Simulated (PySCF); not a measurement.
## Correlation energy of Br (bromine, neutral)

[Ar] 3d10 4s1 4p6, 2S determinant (an excited configuration). All numbers are calculated (PySCF 2.14, the non-relativistic Hamiltonian (point nucleus), in def2-TZVPPD (7s6p5d1f, 57 functions)). Frozen: [Ar] 3d10; 7 electrons correlated.

| level | correlation energy (mhartree) |
| --- | --- |
| CCSD | -281.17 |
| (T) | -41.86 |
| CCSD(T) | -323.03 |

Diagnostics: T1 = 0.024, D1 = 0.0470, largest double amplitude 0.240.

A double-excitation amplitude exceeds 0.15, a sign of near-degeneracy.

Cost of the coupled-cluster step: roughly 5 core-seconds, for 7 correlated electrons.

Iterations:

```
CC2 = 0
CCSD nocc = (np.int64(4), np.int64(3)), nmo = (43, 43)
frozen orbitals [[0, 1, 2, 3, 4, 5, 6, 7, 8, 9, 10, 11, 12, 13], [0, 1, 2, 3, 4, 5, 6, 7, 8, 9, 10, 11, 12, 13]]
max_cycle = 100
direct = 0
conv_tol = 1e-08
conv_tol_normt = 1e-06
diis_space = 8
diis_start_cycle = 0
Init t2, MP2 energy = -0.208806125295312
Init E_corr(UCCSD) = -0.208806125296859
cycle = 1  E_corr(UCCSD) = -0.237340274307407  dE = -0.028534149  norm(t1,t2) = 0.158078
cycle = 2  E_corr(UCCSD) = -0.25362411375527  dE = -0.0162838394  norm(t1,t2) = 0.113157
cycle = 3  E_corr(UCCSD) = -0.28228884435831  dE = -0.0286647306  norm(t1,t2) = 0.0818547
cycle = 4  E_corr(UCCSD) = -0.274741027113701  dE = 0.00754781724  norm(t1,t2) = 0.0218865
cycle = 5  E_corr(UCCSD) = -0.277709963656258  dE = -0.00296893654  norm(t1,t2) = 0.0226062
cycle = 6  E_corr(UCCSD) = -0.282066074745768  dE = -0.00435611109  norm(t1,t2) = 0.0138155
cycle = 7  E_corr(UCCSD) = -0.280790271374423  dE = 0.00127580337  norm(t1,t2) = 0.00632736
cycle = 8  E_corr(UCCSD) = -0.281048528796283  dE = -0.000258257422  norm(t1,t2) = 0.00269672
cycle = 9  E_corr(UCCSD) = -0.28116110964744  dE = -0.000112580851  norm(t1,t2) = 0.000530813
cycle = 10  E_corr(UCCSD) = -0.281165195638304  dE = -4.08599086e-06  norm(t1,t2) = 9.0971e-05
cycle = 11  E_corr(UCCSD) = -0.281170086434977  dE = -4.89079667e-06  norm(t1,t2) = 3.18688e-05
cycle = 12  E_corr(UCCSD) = -0.281169922122953  dE = 1.64312024e-07  norm(t1,t2) = 6.36757e-06
cycle = 13  E_corr(UCCSD) = -0.28116969515299  dE = 2.26969963e-07  norm(t1,t2) = 2.82947e-06
cycle = 14  E_corr(UCCSD) = -0.2811697140598  dE = -1.8906811e-08  norm(t1,t2) = 4.29637e-07
cycle = 15  E_corr(UCCSD) = -0.281169704293311  dE = 9.76648995e-09  norm(t1,t2) = 1.38576e-07
UCCSD converged
E(UCCSD) = -2572.150222203288  E_corr = -0.2811697042933105
UCCSD(T) correction = -0.0418620653545947
```
